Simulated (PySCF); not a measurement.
Species: CH5FGeO.
Atom-mapped SMILES: `[CH3:1][O:2][GeH2:3][F:4]` (hydrogens: H5, H6, H7 on C1; H8, H9 on Ge3)

Computed, not measured: PBE0-D3(BJ)/def2-SVP geometry optimisation, gas phase (PySCF).

(1) Give the optimised bond lengths and angles.

Answers

(1) 
```
               bond  length (Å)   order
              C1–O2       1.400  single
             O2–Ge3       1.763  single
             Ge3–F4       1.730  single
C1–H5, C1–H6, C1–H7       1.105  single
     Ge3–H8, Ge3–H9       1.537  single
```

Bonds in one row agree within 0.01 Å and their mean is given. Orders are formal, as drawn. A selection of angles:
```
    angle  degrees
 O2–C1–H5    108.3
 O2–C1–H6    112.7
 H5–C1–H6    107.6
C1–O2–Ge3    121.9
O2–Ge3–F4    103.4
O2–Ge3–H8    110.6
F4–Ge3–H8    107.8
H8–Ge3–H9    115.7
```

Dihedral angles: C1–O2–Ge3–F4 -171° (antiperiplanar). The mirror-image conformer, all signs reversed, is as good.

Ge3 (germanium bonded to F, O and 2 H) is distorted tetrahedral (angles from 103.4° to 115.7°).

Point group: near Cs, missed by 0.22 Å at most; the miss may be what the optimiser left on a soft mode. Whether it is a minimum is left open (no frequencies). The numbers are those of one conformer.

The run took 22 s of wall time on one thread of an AMD EPYC 9R45, shared host with 96 logical CPUs at a one-minute load of 30, and the process peaked at 0.42 GiB of memory. These figures are those of the optimisation.
